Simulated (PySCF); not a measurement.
Here is a job for PySCF.
```python
from pyscf import gto, scf, mcscf
import numpy

mol = gto.Mole()
mol.atom = '''
    B    -1.41458584    1.31263708    0.50433055
    H    -1.02345525    1.56153874    1.58335403
    H    -2.38283412    1.78329397    0.04717857
    O    -0.79659534    0.41330148   -0.27754603
    C     0.40071868   -0.18119655   -0.03555849
    C     0.45065990   -1.56936860   -0.60898132
    O     1.29859656    0.37486991    0.52462842
    H     1.41733722   -2.02022565   -0.40683527
    H     0.28067055   -1.51789355   -1.68236505
    H    -0.34307027   -2.17187909   -0.17240537
'''
mol.basis = 'sto-3g'
mol.verbose = 4
mol.build()

mf = scf.RHF(mol)
mf.kernel()
mc = mcscf.CASSCF(mf, 4, 4)
mc.fix_spin_(ss=0.0)
mc = mc.newton()
mc.kernel()
occ = numpy.linalg.eigvalsh(mc.fcisolver.make_rdm1(mc.ci, mc.ncas, mc.nelecas))[::-1]
ss = mc.fcisolver.spin_square(mc.ci, mc.ncas, mc.nelecas)[0]
print('natural occupations', occ.round(4), ' <S^2>', round(ss, 4))
```

Problem. What does this run give for the SCF-reference HOMO energy, total energy, SCF-reference Mulliken (on the basis functions themselves) charges in atom order, SCF-reference HOMO-LUMO gap, number of basis functions, SCF-reference dipole moment?

Solution. 
```
Item                                                                                                                                                                      Result
--------------------------------------------------------------------------------  ----------------------------------------------------------------------------------------------
SCF-reference HOMO energy                                                                                                                                               -9.75 eV
total energy                                                                                                                                                        -249.8695 Eh
SCF-reference Mulliken (on the basis functions themselves) charges in atom order  B1 0.31, H2 -0.07, H3 -0.07, O4 -0.33, C5 0.35, C6 -0.21, O7 -0.24, H8 0.09, H9 0.09, H10 0.08
SCF-reference HOMO-LUMO gap                                                                                                                                             16.74 eV
number of basis functions                                                                                                                                                     30
SCF-reference dipole moment                                                                                                                                               1.66 D
```
